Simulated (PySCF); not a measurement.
Isomers of C6H11B.

All values: wB97X-D/def2-SVPD (PySCF) at PBE0-D3(BJ)/def2-SVP geometries, gas phase, one conformer each. Core orbitals are frozen in the response; Δα² is half the sum of the squared differences of the principal polarisabilities.

Question: Rank by vertical ionisation energy (ΔSCF), lowest first.
A. `[CH2:1]=[CH:2][C@@H:3]1[BH:4][CH2:5][CH2:6][CH2:7]1` with C1–C2–C3–B4 -107°, C2–C3–B4–C5 -146°, C3–B4–C5–C6 -10°, B4–C5–C6–C7 29°, C5–C6–C7–C3 -39°
B. `[CH2:1]=[CH:2]/[CH:3]=[CH:4]\[B:5]([CH3:6])[CH3:7]` with C1–C2–C3–C4 179°
C. `[BH2:1][C@@H:2]1[CH2:3][C@@H:4]1[CH:5]1[CH2:6][CH2:7]1` with H–B1–C2–C3 39° and -139°, C3–C4–C5–C6 116°
D. `[CH2:1]=[CH:2][BH:3][CH:4]1[CH2:5][CH2:6][CH2:7]1` with C1–C2–B3–C4 178°, C2–B3–C4–C5 134°, B3–C4–C5–C6 -145°, C4–C5–C6–C7 17°, C5–C6–C7–C4 -17°, B3–C4–C7–C6 143°
E. `[CH2:1]=[CH:2][CH2:3][BH:4][CH:5]1[CH2:6][CH2:7]1` with C1–C2–C3–B4 -110°, C2–C3–B4–C5 2°, C3–B4–C5–C6 147°
F. `[BH2:1]/[C:2](=[CH:3]\[CH3:4])[C:5](=[CH2:6])[CH3:7]` with B1–C2–C5–C6 5°

Answer: F (8.43 eV), B (8.73 eV), A (9.01 eV), E (9.18 eV), C (9.42 eV), D (9.88 eV).

Question: Rank by polarisability anisotropy Δα, lowest first.
A. `[CH2:1]=[CH:2]/[CH:3]=[CH:4]/[B:5]([CH3:6])[CH3:7]` with C1–C2–C3–C4 180°
B. `[CH3:1][C:2]#[C:3][CH2:4][B:5]([CH3:6])[CH3:7]` with C3–C4–B5–C6 8°
C. `[CH2:1]=[CH:2]/[CH:3]=[CH:4]\[B:5]([CH3:6])[CH3:7]` with C1–C2–C3–C4 179°
D. `[CH2:1]=[CH:2][B:3]1[CH2:4][CH2:5][CH2:6][CH2:7]1` with C1–C2–B3–C4 -5°, C2–B3–C4–C5 167°, B3–C4–C5–C6 31°, C4–C5–C6–C7 -39°, C5–C6–C7–B3 30°
E. `[BH2:1][C@@H:2]1[CH2:3][C@@H:4]1[CH:5]1[CH2:6][CH2:7]1` with H–B1–C2–C3 39° and -139°, C3–C4–C5–C6 116°
F. `[BH2:1]/[C:2](=[CH:3]/[CH3:4])[C:5](=[CH2:6])[CH3:7]` with B1–C2–C5–C6 118°

Answer: E (3.09 Å³), F (4.10 Å³), D (5.00 Å³), B (7.06 Å³), C (10.91 Å³), A (11.64 Å³).

Question: Rank by mean static polarisability, highest first.
A. `[CH2:1]=[CH:2][B:3]1[CH2:4][CH2:5][CH2:6][CH2:7]1` with C1–C2–B3–C4 -5°, C2–B3–C4–C5 167°, B3–C4–C5–C6 31°, C4–C5–C6–C7 -39°, C5–C6–C7–B3 30°
B. `[BH2:1]/[C:2](=[CH:3]\[CH3:4])[C:5](=[CH2:6])[CH3:7]` with B1–C2–C5–C6 5°
C. `[CH2:1]=[CH:2]/[CH:3]=[CH:4]\[B:5]([CH3:6])[CH3:7]` with C1–C2–C3–C4 179°
D. `[BH2:1][C@@H:2]1[CH2:3][C@@H:4]1[CH:5]1[CH2:6][CH2:7]1` with H–B1–C2–C3 39° and -139°, C3–C4–C5–C6 116°
E. `[CH3:1][C:2]#[C:3][CH2:4][B:5]([CH3:6])[CH3:7]` with C3–C4–B5–C6 8°
F. `[CH2:1]=[CH:2]/[CH:3]=[CH:4]/[B:5]([CH3:6])[CH3:7]` with C1–C2–C3–C4 180°

Answer: F (14.70 Å³), C (14.43 Å³), B (13.80 Å³), E (12.95 Å³), A (12.43 Å³), D (12.20 Å³).

All values together:

```csv
SMILES,μ (D),HOMO (eV),LUMO (eV),α (Å³),Δα (Å³),ΔSCF removal energy (eV)
B/C(=C\C)C(=C)C,1.74,-8.35,-0.05,13.80,8.42,8.43
B[C@@H]1C[C@@H]1C1CC1,1.22,-9.31,0.79,12.20,3.09,9.42
C=CB1CCCC1,0.55,-9.89,0.41,12.43,5.00,10.02
B/C(=C/C)C(=C)C,1.67,-8.75,0.03,13.47,4.10,8.83
CC#CCB(C)C,0.22,-8.67,1.62,12.95,7.06,8.92
CB(C)[C@H]1[C@@H]2C[C@@H]21,0.66,-9.02,1.44,12.04,3.76,9.21
C=C[C@@H]1BCCC1,0.85,-8.83,1.04,12.54,4.79,9.01
C=CBC1CCC1,0.62,-9.78,0.13,12.83,6.03,9.88
B[C@]12CC[C@H]1CC2,1.93,-8.90,1.90,11.77,1.32,8.99
C=C/C=C\B(C)C,0.56,-8.62,-0.02,14.43,10.91,8.73
C=C/C=C/B(C)C,0.85,-8.74,-0.11,14.70,11.64,8.85
C=CCBC1CC1,0.72,-8.95,1.14,12.79,4.04,9.18
```

Conformers: `[BH2:1]/[C:2](=[CH:3]\[CH3:4])[C:5](=[CH2:6])[CH3:7]` with B1–C2–C5–C6 5°; `[BH2:1][C@@H:2]1[CH2:3][C@@H:4]1[CH:5]1[CH2:6][CH2:7]1` with H–B1–C2–C3 39° and -139°, C3–C4–C5–C6 116°; `[CH2:1]=[CH:2][B:3]1[CH2:4][CH2:5][CH2:6][CH2:7]1` with C1–C2–B3–C4 -5°, C2–B3–C4–C5 167°, B3–C4–C5–C6 31°, C4–C5–C6–C7 -39°, C5–C6–C7–B3 30°; `[BH2:1]/[C:2](=[CH:3]/[CH3:4])[C:5](=[CH2:6])[CH3:7]` with B1–C2–C5–C6 118°; `[CH3:1][C:2]#[C:3][CH2:4][B:5]([CH3:6])[CH3:7]` with C3–C4–B5–C6 8°; `[CH3:1][B:2]([CH3:3])[C@H:4]1[C@@H:5]2[CH2:6][C@H:7]12` with C1–B2–C4–C5 -36°; `[CH2:1]=[CH:2][C@@H:3]1[BH:4][CH2:5][CH2:6][CH2:7]1` with C1–C2–C3–B4 -107°, C2–C3–B4–C5 -146°, C3–B4–C5–C6 -10°, B4–C5–C6–C7 29°, C5–C6–C7–C3 -39°; `[CH2:1]=[CH:2][BH:3][CH:4]1[CH2:5][CH2:6][CH2:7]1` with C1–C2–B3–C4 178°, C2–B3–C4–C5 134°, B3–C4–C5–C6 -145°, C4–C5–C6–C7 17°, C5–C6–C7–C4 -17°, B3–C4–C7–C6 143°; `[BH2:1][C@:2]12[CH2:3][CH2:4][C@H:5]1[CH2:6][CH2:7]2` with H–B1–C2–C3 171° and -4°; `[CH2:1]=[CH:2]/[CH:3]=[CH:4]\[B:5]([CH3:6])[CH3:7]` with C1–C2–C3–C4 179°; `[CH2:1]=[CH:2]/[CH:3]=[CH:4]/[B:5]([CH3:6])[CH3:7]` with C1–C2–C3–C4 180°; `[CH2:1]=[CH:2][CH2:3][BH:4][CH:5]1[CH2:6][CH2:7]1` with C1–C2–C3–B4 -110°, C2–C3–B4–C5 2°, C3–B4–C5–C6 147°.

By how much does the ΔSCF value exceed −ε(HOMO) over the species that have both?

By 0.07 to 0.25 eV, 0.14 eV on average, over 12 species.
